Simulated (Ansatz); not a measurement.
`F[C@H]1C[Si@@H]1F` + CH₄ → `C[Si@H]1C[C@H]1F` + H–F  (formal exchange of groups at the Si–F bond)

Isolated molecules relaxed with PBE0-D4/def2-TZVP in Ansatz; ΔE leaves out vibrations. CBS: MP2 limit from def2 TZ/QZ plus the TZ coupled-cluster correction, frozen cores. This one scheme is used for every species. DFT in def2-TZVPP. B3LYP here is the variant with VWN-RPA as its local correlation; programs differ in this.

| level | ΔE (kcal/mol) | difference from CCSD(T)/CBS |
| --- | --- | --- |
| PBE-D4 | 27.8 | -1.3 |
| PBE0-D4 | 27.9 | -1.2 |
| B3LYP-D4 | 31.0 | 1.9 |
| ωB97X-V | 30.4 | 1.3 |
| B2PLYP | 31.7 | 2.6 |
| r2SCAN | 31.1 | 2.0 |
| PBE0 | 28.8 | -0.3 |
| B3LYP | 32.6 | 3.5 |
| HF/def2-TZVPP | 35.3 | 6.2 |
| SCS-MP2/def2-TZVPP | 30.6 | 1.5 |
| CCSD/def2-TZVPP | 30.0 | 0.9 |
| CCSD(T)/def2-TZVPP | 29.3 | 0.2 |
| MP2/def2-QZVPP | 29.0 | -0.1 |
| SCS-MP2/def2-QZVPP | 30.6 | 1.5 |
| MP2/CBS(def2) | 28.8 | -0.3 |
| CCSD/CBS(def2) | 29.8 | 0.7 |
| CCSD(T)/CBS | 29.1 | 0 |

Largest T1 diagnostic among the species: 0.012.

In def2-TZVPP, CCSD(T) changes the Hartree–Fock value by −6.0 kcal/mol (the triples alone add −0.8 kcal/mol) and MP2 by −6.2 kcal/mol. The D4 term adds −1.6 kcal/mol with B3LYP and −0.9 kcal/mol with PBE0; it sums over pairs of atoms, weighted by their polarisabilities, and B3LYP, whose exchange is more repulsive, gets the larger term.
